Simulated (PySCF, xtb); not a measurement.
B(F)3(OMe2) (C₂H₆BF₃O), SMILES CO(C)->B(F)(F)F (connectivity only; charge and spin as stated), neutral, multiplicity 1.

Geometry: ωB97X-D3(BJ)/def2-SVP. The isomer is the one that the SMILES or the coordinates give; other isomers of the formula were not compared. The values are those of a single conformer.

The numbers are results of IEF-PCM-B3LYP/def2-SVP (PySCF), not measurements.

The values are the electrostatic part of the solvation free energy, E(continuum) − E(gas) at the gas-phase geometry, in a cavity of scaled van der Waals radii (PySCF's table); cavitation and dispersion terms are not included. In vacuum the orbital gap is 10.15 eV. The dipole moment in vacuum is 5.38 D.

```tsv
solvent	ε	ΔG(elec) (kcal/mol)	dipole (D)	gap (eV)
water	78.36	-8.2	6.27	10.39
toluene	2.37	-4.1	5.81	10.28
ethanol	24.85	-7.9	6.23	10.39
```

For comparison, GFN2-xTB/ALPB(water) (xtb, at the GFN2-xTB geometry, all terms of that model) gives -8.9 kcal/mol.
